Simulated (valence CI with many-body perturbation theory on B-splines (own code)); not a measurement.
Ga18+: calculated level list

Computed by relativistic CI+MBPT: three valence electrons over a frozen Dirac-Fock core [Ne], radial functions for each j: 11 s, 11 p, 10 d, 8 f, 5 g, 2 h, with the one-electron correlation potential Σ1, the two-electron term Σ2, the three-electron term Σ3, Breit, model QED; selected CI, second order for the rest, scaled by the run's own slope (own B-spline code, finite nucleus).

No measured levels were compared; by estimate levels of excited configurations hold to 0.05 to 0.15 % of their energy, terms of the ground configuration to about 0.5 %.

Levels 136 to 153 of 153, with energies above the lowest level, 3s²3p ²P°_1/2. "Leading %" is the weight of the configuration and term that name the level; weights of strongly mixed levels are sums over their largest components and can fall short.

```
No.  Configuration  Term     J  E (cm⁻¹)  Leading %  Second component      g
136            3d³    ²G   9/2   2562300         60       38 % 3d³ ²H  1.035
137            3d³    ⁴P   1/2   2565800         97                    2.619
138            3d³    ⁴P   3/2   2566300         92        6 % 3d³ ²P  1.699
139            3d³    ⁴P   5/2   2570200         99                    1.596
140            3d³    ²H  11/2   2571700         99                    1.090
141            3d³    ²H   9/2   2572600         61       38 % 3d³ ²G  0.987
142            3d³    ²D   3/2   2585700         66       27 % 3d³ ²P  0.988
143            3d³    ²P   1/2   2590500         95                    0.715
144            3d³    ²D   5/2   2593100         98                    1.201
145            3d³    ²P   3/2   2598500         65       31 % 3d³ ²D  1.173
146            3d³    ²F   7/2   2618500         98                    1.141
147            3d³    ²F   5/2   2620200         98                    0.858
148          3s²4p   ²P°   1/2   2622300         95                    0.665
149          3s²4p   ²P°   3/2   2639400         95                    1.333
150            3d³    ²D   5/2   2682900         97                    1.198
151            3d³    ²D   3/2   2684100         98                    0.798
152         3s3p4s   ⁴P°   1/2   2777200         96                    2.614
153         3s3p4s   ⁴P°   3/2   2789600         92    4 % 3s3p4s ²P°  1.706
```

Names give the largest LS component (configuration and term), which can be under half, so a name can repeat, a term be missing and a line seem to break the LS rules; names also repeat where a configuration has a term twice.
